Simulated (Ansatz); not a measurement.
Cost and result up the ladder for cis-PdH2(NH3)2 (PdN2H8) (11 atoms). Charge 0, multiplicity 1. Geometry: r2SCAN-D4/def2-SVP.

```tsv
atom	x (Å)	y (Å)	z (Å)
N1	-0.371	0.690	1.544
N2	-0.475	-0.142	-1.659
Pd3	0.806	-0.523	0.110
H4	1.762	-1.410	-0.711
H5	1.824	-0.914	1.198
H6	-0.641	0.071	2.310
H7	-1.213	1.195	1.259
H8	0.266	1.379	1.947
H9	-0.769	-1.053	-2.017
H10	0.122	0.267	-2.380
H11	-1.313	0.439	-1.602
```

Ansatz on 2 threads of Intel Xeon Platinum 8375C on a shared host. Times are rough, and most runs start from the orbitals of an earlier one. PBE0-D4/def2-TZVP serves as the yardstick here, not as an exact answer. Differences are given only for rows in sets of like size (and for xTB, whose basis is part of the method), since another set adds its own error. Binding counts from free atoms at the same level (N quartet, Pd singlet, H doublet; other spins of the atoms weren't run), without zero-point energy or a counterpoise term.

In the def2 sets Pd takes a core potential, while STO-3G treats all electrons; there is no spin–orbit coupling. LC-ωPBE has ω = 0.4 bohr⁻¹. B3LYP takes the VWN-RPA correlation. Correlated methods freeze 2 core orbitals; core or outer-core shells of Pd are correlated, in sets that lack core-valence functions. No other spin state of charge 0 was run.

Correlated methods converge slowly with the basis.

| level | functions | wall time | binding energy per atom (eV) | difference from PBE0-D4/def2-TZVP (eV) | remarks |
| --- | --- | --- | --- | --- | --- |
| HF/STO-3G | 45 | 0.4 s | 2.52 | – | – |
| PBE-D4/def2-SVP | 99 | 1.2 s | 3.07 | – | – |
| PBE0-D4/def2-SVP | 99 | 1.4 s | 2.97 | – | – |
| B3LYP-D4/def2-TZVP | 150 | 2.1 s | 3.02 | 0.05 | – |
| PBE0-D4/def2-TZVP | 150 | 2.1 s | 2.97 | 0.00 | – |
| PBE-D4/def2-TZVP (with forces) | 150 | 2.1 s | 3.07 | 0.10 | – |
| LC-ωPBE/def2-TZVP | 150 | 2.2 s | 2.94 | -0.03 | – |
| r2SCAN-D4/def2-TZVP | 150 | 2.9 s | 3.03 | 0.06 | – |
| CCSD(T)/def2-TZVP | 150 | 41 s | 2.89 | -0.08 | test for broken spin undecided |
